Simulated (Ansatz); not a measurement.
Cost and result for the atomization energy of C$_{3}$H$_{9}$FOSn (`CC(C)[O][SnH2][F]`) (15 atoms, 14 bonds).

```csv
atom,x (Å),y (Å),z (Å)
C1,-1.820,0.765,0.233
C2,-0.349,0.440,0.086
C3,0.180,0.786,-1.293
O4,-0.193,-0.950,0.345
Sn5,1.492,-1.678,0.981
F6,2.742,-1.507,-0.474
H7,-2.002,1.828,0.055
H8,-2.402,0.188,-0.490
H9,-2.172,0.514,1.235
H10,0.211,1.026,0.834
H11,0.060,1.853,-1.499
H12,-0.368,0.222,-2.053
H13,1.239,0.535,-1.385
H14,2.134,-0.685,2.205
H15,1.249,-3.336,1.219
```

Charge 0, multiplicity 1. Correlated methods include outer-core shells of Sn, which these sets cover unevenly. Sn: def2 effective core potential. All single points use the PBE0-D4/def2-TZVP geometry. It is one conformer, not always the lowest. Program: Ansatz. All runs use 2 threads of an AMD EPYC 7R13 on a shared host and a share of an NVIDIA H100 80 GB. Times are those of one run each, without the atoms' runs, and a repeat can differ threefold. Electronic energies, without spin–orbit coupling; frozen cores. CCSD(T)/CBS adds CCSD(T) − MP2 in def2-TZVPP to the MP2 limit, and its time is that of the two runs behind it. T1 = 0.013. With those shells the extrapolation isn't a true limit. B3LYP takes the VWN-RPA correlation (the form of Gaussian; ORCA's B3LYP/G).

CCSD(T)/CBS is a level of theory with its own doubt, some kJ/mol a heavy atom from the limit and from the frozen cores, so smaller differences don't rank the functionals.

```json
{"level": "ωB97X-V/def2-TZVPP", "functions": "331", "wall time": "7.5 s", "atomization (kJ/mol)": "5467.5", "difference from CCSD(T)/CBS": "-5.6", "per bond": "-0.4"}
{"level": "B2PLYP/def2-TZVPP", "functions": "331", "wall time": "7.5 s", "atomization (kJ/mol)": "5379.8", "difference from CCSD(T)/CBS": "-93.3", "per bond": "-6.7"}
{"level": "PBE0-D4/def2-TZVPP", "functions": "331", "wall time": "9.5 s", "atomization (kJ/mol)": "5433.7", "difference from CCSD(T)/CBS": "-39.4", "per bond": "-2.8"}
{"level": "r2SCAN-D4/def2-TZVPP (with forces)", "functions": "331", "wall time": "12 s", "atomization (kJ/mol)": "5452.3", "difference from CCSD(T)/CBS": "-20.8", "per bond": "-1.5"}
{"level": "ωB97M-V/def2-TZVPP (with forces)", "functions": "331", "wall time": "13 s", "atomization (kJ/mol)": "5451.1", "difference from CCSD(T)/CBS": "-22.0", "per bond": "-1.6"}
{"level": "MP2/def2-QZVPP", "functions": "637", "wall time": "13 s", "atomization (kJ/mol)": "5473.5", "difference from CCSD(T)/CBS": "0.4", "per bond": "0.0"}
{"level": "PBE-D4/def2-TZVPP (with forces)", "functions": "331", "wall time": "14 s", "atomization (kJ/mol)": "5531.7", "difference from CCSD(T)/CBS": "58.6", "per bond": "4.2"}
{"level": "B3LYP-D4/def2-TZVPP (with forces)", "functions": "331", "wall time": "15 s", "atomization (kJ/mol)": "5431.3", "difference from CCSD(T)/CBS": "-41.8", "per bond": "-3.0"}
{"level": "CCSD(T)/def2-TZVPP", "functions": "331", "wall time": "29 s", "atomization (kJ/mol)": "5329.8", "difference from CCSD(T)/CBS": "-143.3", "per bond": "-10.2"}
{"level": "CCSD(T)/CBS(def2)", "functions": "–", "wall time": "42 s", "atomization (kJ/mol)": "5473.1", "difference from CCSD(T)/CBS": "0.0", "per bond": "0.0"}
```

In def2-TZVPP, CCSD(T) changes the Hartree–Fock value by +1369.7 kJ/mol (the triples alone add +78.1 kJ/mol) and MP2 by +1427.1 kJ/mol; breaking electron pairs costs correlation energy, which Hartree–Fock lacks. The D4 term adds +50.0 kJ/mol with B3LYP and +26.7 kJ/mol with PBE0; it sums over pairs of atoms, weighted by their polarisabilities, and B3LYP, whose exchange is more repulsive, gets the larger term. From PBE to PBE0 (25 % exact exchange), in def2-TZVPP and without D4, the atomization energy moves by −93.3 kJ/mol: exact exchange takes away binding that semilocal exchange gives to molecules.

Spin–orbit coupling would lower the free Sn atoms strongly, and the atomization energy with them, by more than many differences here. For some Ge, Se and Sn compounds the MP2-based and the directly extrapolated limit differ by 10 to 25 kJ/mol.
